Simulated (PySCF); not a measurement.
**Two-component Hartree-Fock for Hf (hafnium, neutral)**

Start: [Xe] 4f14 5d3 6s1; 5d5/2 filled at m_j = +1/2, +3/2, +5/2; 6s1/2 filled at m_j = +1/2. Calculated with PySCF 2.14 in x2c-SVPall-2c with one added diffuse shell each of s, d type (8s9p10d2f, 99 functions): generalised Hartree-Fock with the X2C-1e Hamiltonian and a Gaussian nucleus; one run each with spin-orbit coupling (SO) switched off, then screened by Boettger's factors. This is a chosen level, not necessarily the ground level.

```json
{"spinor shell": "1s1/2", "electrons": "2", "ε, spin-free (eV)": "-65686.0", "ε, screened SO (eV)": "-65667.9", "weight of nominal j (screened SO)": "1.000", "rms radius, screened SO (bohr)": "0.0215"}
{"spinor shell": "2s1/2", "electrons": "2", "ε, spin-free (eV)": "-11369.4", "ε, screened SO (eV)": "-11363.9", "weight of nominal j (screened SO)": "1.000", "rms radius, screened SO (bohr)": "0.0869"}
{"spinor shell": "2p1/2", "electrons": "2", "ε, spin-free (eV)": "-9984.7", "ε, screened SO (eV)": "-10834.1", "weight of nominal j (screened SO)": "1.000", "rms radius, screened SO (bohr)": "0.0740"}
{"spinor shell": "2p3/2", "electrons": "4", "ε, spin-free (eV)": "-9984.7", "ε, screened SO (eV)": "-9636.1", "weight of nominal j (screened SO)": "1.000", "rms radius, screened SO (bohr)": "0.0812"}
{"spinor shell": "3s1/2", "electrons": "2", "ε, spin-free (eV)": "-2648.8", "ε, screened SO (eV)": "-2647.1", "weight of nominal j (screened SO)": "1.000", "rms radius, screened SO (bohr)": "0.222"}
{"spinor shell": "3p1/2", "electrons": "2", "ε, spin-free (eV)": "-2227.7", "ε, screened SO (eV)": "-2412.2", "weight of nominal j (screened SO)": "1.000", "rms radius, screened SO (bohr)": "0.214"}
{"spinor shell": "3p3/2", "electrons": "4", "ε, spin-free (eV)": "-2227.7", "ε, screened SO (eV)": "-2150.8", "weight of nominal j (screened SO)": "1.000", "rms radius, screened SO (bohr)": "0.228"}
{"spinor shell": "3d3/2", "electrons": "4", "ε, spin-free (eV)": "-1724.3", "ε, screened SO (eV)": "-1757.3", "weight of nominal j (screened SO)": "1.000", "rms radius, screened SO (bohr)": "0.202"}
{"spinor shell": "3d5/2", "electrons": "6", "ε, spin-free (eV)": "-1724.3", "ε, screened SO (eV)": "-1700.9", "weight of nominal j (screened SO)": "1.000", "rms radius, screened SO (bohr)": "0.206"}
{"spinor shell": "4s1/2", "electrons": "2", "ε, spin-free (eV)": "-562.66", "ε, screened SO (eV)": "-562.27", "weight of nominal j (screened SO)": "1.000", "rms radius, screened SO (bohr)": "0.498"}
{"spinor shell": "4p1/2", "electrons": "2", "ε, spin-free (eV)": "-421.91", "ε, screened SO (eV)": "-464.54", "weight of nominal j (screened SO)": "1.000", "rms radius, screened SO (bohr)": "0.508"}
{"spinor shell": "4p3/2", "electrons": "4", "ε, spin-free (eV)": "-421.91", "ε, screened SO (eV)": "-404.24", "weight of nominal j (screened SO)": "1.000", "rms radius, screened SO (bohr)": "0.541"}
{"spinor shell": "4d3/2", "electrons": "4", "ε, spin-free (eV)": "-236.48", "ε, screened SO (eV)": "-243.14", "weight of nominal j (screened SO)": "1.000", "rms radius, screened SO (bohr)": "0.571"}
{"spinor shell": "5s1/2", "electrons": "2", "ε, spin-free (eV)": "-78.294", "ε, screened SO (eV)": "-78.344", "weight of nominal j (screened SO)": "1.000", "rms radius, screened SO (bohr)": "1.23"}
{"spinor shell": "5p1/2", "electrons": "2", "ε, spin-free (eV)": "-41.955", "ε, screened SO (eV)": "-47.382", "weight of nominal j (screened SO)": "0.972", "rms radius, screened SO (bohr)": "1.43"}
{"spinor shell": "5p3/2", "electrons": "4", "ε, spin-free (eV)": "-41.955", "ε, screened SO (eV)": "-39.780", "weight of nominal j (screened SO)": "0.986", "rms radius, screened SO (bohr)": "1.47"}
{"spinor shell": "4f5/2", "electrons": "6", "ε, spin-free (eV)": "-29.129", "ε, screened SO (eV)": "-30.018", "weight of nominal j (screened SO)": "0.995", "rms radius, screened SO (bohr)": "0.747"}
{"spinor shell": "4f7/2", "electrons": "8", "ε, spin-free (eV)": "-29.129", "ε, screened SO (eV)": "-28.347", "weight of nominal j (screened SO)": "0.996", "rms radius, screened SO (bohr)": "0.754"}
{"spinor shell": "6s1/2", "electrons": "1", "ε, spin-free (eV)": "-7.072", "ε, screened SO (eV)": "-7.098", "weight of nominal j (screened SO)": "0.999", "rms radius, screened SO (bohr)": "3.90"}
{"spinor shell": "5d5/2", "electrons": "3", "ε, spin-free (eV)": "-5.866", "ε, screened SO (eV)": "-5.829", "weight of nominal j (screened SO)": "0.728", "rms radius, screened SO (bohr)": "2.90"}
```

**Question.** Where does 4d5/2 lie, and what is the 4d spin-orbit splitting (screened SO)?

**Answer.** At -231.86 eV, 11.283 eV above 4d3/2.

| quantity | spin-free | screened SO |
| --- | --- | --- |
| E (hartree) | -15066.20022 | -15081.94148 |
| M_J | 5 | 5 |
| ⟨J²⟩ | 30.011 | 30.011 |
| ⟨L²⟩ | 12.007 | 12.318 |
| ⟨S²⟩ | 6.003 | 5.984 |

Each row is a mean over spinors that exchange with the open shell spreads, by up to 4.219 eV (5p3/2).

Rows whose weight is well below 1 are mixtures of j = l ± 1/2: exchange outweighs spin-orbit coupling there, and the label is only the starting occupation.

Breit and QED terms are absent; they matter most for the inner s and p1/2 levels.

Densities and radii are taken from the X2C orbitals without a picture-change correction, which distorts them close to the nucleus.

Without spin-orbit coupling the j labels of p, d and f shells carry no meaning; the spin-free column gives the mean over the occupied spinors of each nl shell.
